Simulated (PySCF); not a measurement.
C4H10Cd, triplet, geometry from GFN2-xTB (such geometries of metal compounds can be far from the true shape) (a higher spin typed on purpose: for a closed-shell molecule this is an excited state) (core potentials on Cd); DF-M062X/def2-SV(P) (PySCF).

PySCF was given this input:
```python
from pyscf import gto, scf, dft

mol = gto.M(
    atom='''
Cd    0.831931    0.167809    0.120318
C    -1.277667   -0.592236    1.596243
C    -1.074978   -2.076109    1.682482
H    -2.179058   -0.295136    1.072383
H    -1.137754   -0.067011    2.539023
H    -0.102337   -2.318774    2.120939
H    -1.145708   -2.538334    0.695471
H    -1.839188   -2.546764    2.315985
C    -0.869918    0.160706   -1.956366
C    -1.323805    1.590241   -1.984628
H    -1.657343   -0.553721   -1.744076
H    -0.248265   -0.126659   -2.802041
H    -0.475614    2.273614   -2.088933
H    -1.874682    1.843371   -1.076462
H    -1.994542    1.778941   -2.833946
''',
    basis='def2-sv(p)',
    ecp={'Cd': 'def2-sv(p)'},
    charge=0,
    spin=2,
    verbose=4,
    symmetry=True,
)

mf = dft.UKS(mol)
mf.xc = 'm062x'
mf = mf.density_fit(auxbasis='def2-universal-jkfit')
mf.kernel()
mf.analyze()
```

Output, abridged:

```
PySCF version 2.14.0

[INPUT] verbose = 4
[INPUT] num. atoms = 15
[INPUT] num. electrons = 54
[INPUT] charge = 0
[INPUT] spin (= nelec alpha-beta = 2S) = 2
[INPUT] symmetry True subgroup None
[INPUT] Mole.unit = angstrom
[INPUT] Symbol           X                Y                Z      unit          X                Y                Z       unit  Magmom
[...]
nuclear repulsion = 224.784254359316
point group symmetry = C1
symmetry origin: [0. 0. 0.]
symmetry axis x: [1. 0. 0.]
symmetry axis y: [0. 1. 0.]
symmetry axis z: [0. 0. 1.]
num. orbitals of irrep A = 100
number of shells = 54
number of NR pGTOs = 186
number of NR cGTOs = 100
basis = def2-sv(p)
ecp = {'Cd': 'def2-sv(p)'}

******** <class 'pyscf.df.df_jk.DFUKS'> ********
method = DFUKS
initial guess = minao
damping factor = 0
level_shift factor = 0
DIIS = <class 'pyscf.scf.diis.CDIIS'>
diis_start_cycle = 1
diis_space = 8
diis_damp = 0
SCF conv_tol = 1e-09
SCF conv_tol_grad = None
SCF max_cycles = 50
direct_scf = False
number electrons alpha = 28  beta = 26
XC library pyscf.dft.libxc version 7.1.2
    S. Lehtola, C. Steigemann, M. J. T. Oliveira, and M. A. L. Marques,  SoftwareX 7, 1–5 (2018)
XC functionals = m062x
    Y. Zhao and D. G. Truhlar,  Theor. Chem. Acc. 120, 215 (2008)
    Y. Zhao and D. G. Truhlar,  Theor. Chem. Acc. 120, 215 (2008)
radial grids:
    Treutler-Ahlrichs [JCP 102, 346 (1995); DOI:10.1063/1.469408] (M4) radial grids

becke partition: Becke, JCP 88, 2547 (1988); DOI:10.1063/1.454033
pruning grids: <function nwchem_prune>
grids dens level: 3
symmetrized grids: True
atomic radii adjust function: <function treutler_atomic_radii_adjust>
small_rho_cutoff = 0
Set gradient conv threshold to 3.16228e-05
tot grids = 176944
******** <class 'pyscf.df.df.DF'> ********
auxbasis = def2-universal-jkfit
init E= -311.624025952264

cycle= 1 E= -324.714200959188  delta_E= -13.1  |g|= 1.29  |ddm|= 3.62
cycle= 2 E= -305.846331208537  delta_E= 18.9  |g|= 5.32  |ddm|= 24.7
cycle= 3 E= -325.703745965382  delta_E= -19.9  |g|= 0.163  |ddm|= 24.5
cycle= 4 E= -325.73043059119  delta_E= -0.0267  |g|= 0.129  |ddm|= 0.667
cycle= 5 E= -325.741019447058  delta_E= -0.0106  |g|= 0.0286  |ddm|= 0.173
cycle= 6 E= -325.741990661447  delta_E= -0.000971  |g|= 0.00946  |ddm|= 0.0734
cycle= 7 E= -325.742183781441  delta_E= -0.000193  |g|= 0.00519  |ddm|= 0.0311
cycle= 8 E= -325.742225264801  delta_E= -4.15e-05  |g|= 0.00246  |ddm|= 0.0129
cycle= 9 E= -325.742241234945  delta_E= -1.6e-05  |g|= 0.00119  |ddm|= 0.0113
cycle= 10 E= -325.742245016338  delta_E= -3.78e-06  |g|= 0.000501  |ddm|= 0.00623
cycle= 11 E= -325.742246479131  delta_E= -1.46e-06  |g|= 0.000188  |ddm|= 0.00573
cycle= 12 E= -325.742246649077  delta_E= -1.7e-07  |g|= 0.000115  |ddm|= 0.00203
cycle= 13 E= -325.742246672583  delta_E= -2.35e-08  |g|= 2.75e-05  |ddm|= 0.000708
cycle= 14 E= -325.742246674092  delta_E= -1.51e-09  |g|= 8.65e-06  |ddm|= 0.000221
cycle= 15 E= -325.742246674211  delta_E= -1.19e-10  |g|= 3.96e-06  |ddm|= 4.91e-05
Extra cycle  E= -325.742246674236  delta_E= -2.5e-11  |g|= 2.96e-06  |ddm|= 1.2e-05
converged SCF energy = -325.742246674236  <S^2> = 2.0313227  2S+1 = 3.0208096
**** SCF Summaries ****
Total Energy =                        -325.742246674235730
Nuclear Repulsion Energy =             224.784254359315895
One-electron Energy =                 -954.584179347762756
Two-electron Energy =                  404.057678314211103
Two-electron Coulomb Energy =          444.655712197277865
DFT Exchange-Correlation Energy =      -40.598033883066783
**** MO energy ****
                             alpha | beta                alpha | beta
[...]
spin_pop of  0 Cd 4s        0.00006
spin_pop of  0 Cd 5s        0.23158
spin_pop of  0 Cd 6s        0.00878
spin_pop of  0 Cd 7s        0.00023
spin_pop of  0 Cd 8s        0.00116
spin_pop of  0 Cd 4px       0.00072
spin_pop of  0 Cd 4py       0.01049
spin_pop of  0 Cd 4pz       0.00056
spin_pop of  0 Cd 5px       0.00265
spin_pop of  0 Cd 5py       0.00227
spin_pop of  0 Cd 5pz       0.00020
spin_pop of  0 Cd 6px       0.00791
spin_pop of  0 Cd 6py       0.05883
spin_pop of  0 Cd 6pz       0.00276
spin_pop of  0 Cd 4dxy      0.00045
spin_pop of  0 Cd 4dyz      0.00145
spin_pop of  0 Cd 4dz^2     0.01664
spin_pop of  0 Cd 4dxz      0.00218
spin_pop of  0 Cd 4dx2-y2    0.00048
spin_pop of  0 Cd 5dxy      0.00043
spin_pop of  0 Cd 5dyz      0.00136
spin_pop of  0 Cd 5dz^2     0.00787
spin_pop of  0 Cd 5dxz      0.00332
spin_pop of  0 Cd 5dx2-y2   -0.00003
spin_pop of  1 C 1s        0.00000
spin_pop of  1 C 2s        0.07689
spin_pop of  1 C 3s        0.00396
spin_pop of  1 C 2px       0.39403
spin_pop of  1 C 2py       0.09712
spin_pop of  1 C 2pz       0.25135
spin_pop of  1 C 3px       0.00750
spin_pop of  1 C 3py       0.00185
spin_pop of  1 C 3pz       0.00557
spin_pop of  1 C 3dxy     -0.00001
spin_pop of  1 C 3dyz     -0.00004
spin_pop of  1 C 3dz^2    -0.00009
spin_pop of  1 C 3dxz     -0.00017
spin_pop of  1 C 3dx2-y2   -0.00017
spin_pop of  2 C 1s       -0.00000
spin_pop of  2 C 2s       -0.00540
spin_pop of  2 C 3s        0.00023
spin_pop of  2 C 2px      -0.00509
spin_pop of  2 C 2py      -0.01567
spin_pop of  2 C 2pz      -0.00384
spin_pop of  2 C 3px       0.00024
spin_pop of  2 C 3py       0.00020
spin_pop of  2 C 3pz       0.00019
spin_pop of  2 C 3dxy      0.00025
spin_pop of  2 C 3dyz      0.00016
spin_pop of  2 C 3dz^2    -0.00001
spin_pop of  2 C 3dxz      0.00002
spin_pop of  2 C 3dx2-y2   -0.00004
spin_pop of  3 H 1s       -0.02290
spin_pop of  3 H 2s        0.00064
spin_pop of  4 H 1s       -0.02217
spin_pop of  4 H 2s        0.00074
spin_pop of  5 H 1s        0.00591
spin_pop of  5 H 2s        0.00047
spin_pop of  6 H 1s        0.00659
spin_pop of  6 H 2s        0.00051
spin_pop of  7 H 1s        0.03771
spin_pop of  7 H 2s        0.00041
spin_pop of  8 C 1s        0.00000
spin_pop of  8 C 2s        0.07671
spin_pop of  8 C 3s        0.00493
spin_pop of  8 C 2px       0.27369
spin_pop of  8 C 2py       0.02761
spin_pop of  8 C 2pz       0.44173
spin_pop of  8 C 3px       0.00679
spin_pop of  8 C 3py       0.00033
spin_pop of  8 C 3pz       0.01011
spin_pop of  8 C 3dxy     -0.00012
spin_pop of  8 C 3dyz      0.00001
spin_pop of  8 C 3dz^2    -0.00010
spin_pop of  8 C 3dxz     -0.00021
spin_pop of  8 C 3dx2-y2   -0.00004
spin_pop of  9 C 1s       -0.00000
spin_pop of  9 C 2s       -0.00547
spin_pop of  9 C 3s        0.00018
spin_pop of  9 C 2px      -0.00361
spin_pop of  9 C 2py      -0.01486
spin_pop of  9 C 2pz      -0.00600
spin_pop of  9 C 3px       0.00019
spin_pop of  9 C 3py       0.00014
spin_pop of  9 C 3pz       0.00026
spin_pop of  9 C 3dxy      0.00007
spin_pop of  9 C 3dyz      0.00021
spin_pop of  9 C 3dz^2    -0.00002
spin_pop of  9 C 3dxz      0.00008
spin_pop of  9 C 3dx2-y2    0.00001
spin_pop of  10 H 1s       -0.02283
spin_pop of  10 H 2s        0.00072
spin_pop of  11 H 1s       -0.02209
spin_pop of  11 H 2s        0.00094
spin_pop of  12 H 1s        0.00615
spin_pop of  12 H 2s        0.00043
spin_pop of  13 H 1s        0.00648
spin_pop of  13 H 2s        0.00044
spin_pop of  14 H 1s        0.03741
spin_pop of  14 H 2s        0.00041
In total            28.00000 | 26.00000
Dipole moment(X, Y, Z, Debye): -1.78519, -0.36013, -0.26818
```
